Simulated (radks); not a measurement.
The numbers below are computed, except where a source is named.
Rb XXVII, 11 electrons, occupied as [Ne] 3s1. Level of theory: scalar-relativistic Kohn-Sham, PBE, spin-polarised, spherical densities, point nucleus; open shells are filled with parallel spins first (spin-orbit coupling, left out, can overturn this in heavy ions) (a radial shooting solver on a logarithmic mesh with Libxc functionals).

Radial electron density D(r) = 4 pi r^2 rho(r):

r (bohr),D(r) (e/bohr),spin D(r)
0.002624,3.026,0.0357
0.002935,3.669,0.0432
0.003283,4.436,0.0521
0.003642,5.277,0.0619
0.004074,6.341,0.0742
0.004557,7.591,0.0886
0.005097,9.049,0.105
0.005656,10.61,0.123
0.006326,12.52,0.145
0.007075,14.70,0.169
0.007851,16.96,0.193
0.008781,19.64,0.222
0.009822,22.56,0.252
0.01099,25.69,0.283
0.01219,28.72,0.311
0.01363,32.05,0.339
0.01525,35.32,0.363
0.01692,38.20,0.380
0.01893,40.97,0.388
0.02117,43.23,0.383
0.02368,44.84,0.364
0.02628,45.62,0.331
0.02939,45.63,0.280
0.03287,44.80,0.215
0.03648,43.36,0.148
0.0408,41.32,0.0764
0.04563,39.13,0.0196
0.05104,37.23,-0.00594
0.05664,36.12,0.0133
0.06335,36.00,0.0934
0.07085,37.21,0.241
0.07862,39.49,0.431
0.08794,42.84,0.668
0.09836,46.46,0.894
0.11,49.45,1.05
0.1221,50.83,1.09
0.1365,50.11,0.974
0.1527,46.76,0.711
0.1695,41.45,0.396
0.1895,34.08,0.0999
0.212,26.07,0.000342
0.2371,18.61,0.221
0.2631,12.98,0.739
0.2943,8.689,1.54
0.3292,6.102,2.37
0.3653,4.762,2.94
0.4086,3.875,3.14
0.457,3.115,2.86
0.5111,2.307,2.23
0.5672,1.562,1.54
0.6344,0.8878,0.884
0.7096,0.4261,0.426
0.7873,0.1822,0.182
0.8806,0.05976,0.0598
0.985,0.01562,0.0156
1.102,0.003175,0.00317
1.222,0.0005646,0.000565

D(r) has 2 maxima, at r = 0.0278, 0.125 bohr, and minima at 0.0604 bohr, inside which lie 2.10 electrons.
